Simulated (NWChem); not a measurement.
System: ethylenediamine (C2H8N2); SMILES NCCN

Input file for NWChem:

```
start job
memory heap 200 mb stack 900 mb global 1100 mb
geometry units angstroms
  N     -0.202143     1.861704    -0.056464
  C      0.497335     0.580719    -0.025568
  C     -0.497335    -0.580719    -0.025568
  N      0.202143    -1.861704    -0.056464
  H      0.474879     2.630092    -0.134337
  H     -0.686042     2.013972     0.838960
  H      1.197721     0.443782     0.843523
  H      1.127134     0.488941    -0.935639
  H     -1.127134    -0.488941    -0.935639
  H     -1.197721    -0.443782     0.843523
  H     -0.474879    -2.630092    -0.134337
  H      0.686042    -2.013972     0.838960
end
basis spherical
  N library 3-21g
  C library 3-21g
  H library 3-21g
end
dft
  xc b3lyp
  iterations 150
end
driver
  maxiter 120
end
task dft optimize
task dft freq
```

The level has its own optimisation; frequencies are unscaled.

### Question
Predict the main results of this run. (B3LYP/3-21G.) Quantities: r C–N (Å); r H–N (Å); r C–C (Å); highest harmonic frequency (cm⁻¹); lowest (cm⁻¹); zero-point energy (kcal/mol); dipole (D).

### Answer
```
Property                           Result
---------------------------------  ------
r C–N (Å)                           1.480
r H–N (Å)                           1.024
r C–C (Å)                           1.537
highest harmonic frequency (cm⁻¹)    3499
lowest (cm⁻¹)                         144
zero-point energy (kcal/mol)         68.8
dipole (D)                           1.85
```
